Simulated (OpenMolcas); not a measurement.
An OpenMolcas run meant for Ce2+ (ANO-R1, X2C; inactive shells 1s 2s 2p 3s 3p 3d 4s 4p 4d 5s 5p; intended active space 2 electrons in 7 orbitals (4f)). One step of its input:

```
&RASSCF
FileOrb=start.orb
Symmetry=1
Spin=3
nActEl=2 0 0
Inactive=15 12
Ras2=0 7
CIRoot=20 20 1
SDav=21
CIMx=300
Iter=78 100
PrWF=0.3
OrbListing=Nothing
MaxOrb=0
Atom
```

The run finished. Its levels beside those of a sound run (CASSCF), in cm⁻¹ above each run's lowest level:

```csv
Level,This run,Usual run
4f² ³H₄,0.0,0.0
4f² ³H₅,1628,1625
4f² ³H₆,3372,3366
4f² ³F₂,5523,5512
4f² ³F₃,6558,6546
4f² ³F₄ [51 %],8812,8807
4f² ¹D₂,19187,18931
4f² ¹I₆,22651,22625
```

Task: Which setting is unsound, and how much does it matter here?

Result: CIRoot is one short, so the average cuts through a term and the orbitals lose spherical symmetry. Against the sound run the excited levels shown move by 45 cm-1 on average and by 260 cm-1 at most.

Without dynamic correlation excited terms often stand tens of per cent too high (terms of higher spin than the ground term too low), and those without a measured partner can miss by more than the paired ones. Levels of configurations outside the active space are missing.

A share in square brackets marks a mixed level and gives the weight of the term that names it, the lowest over the columns.
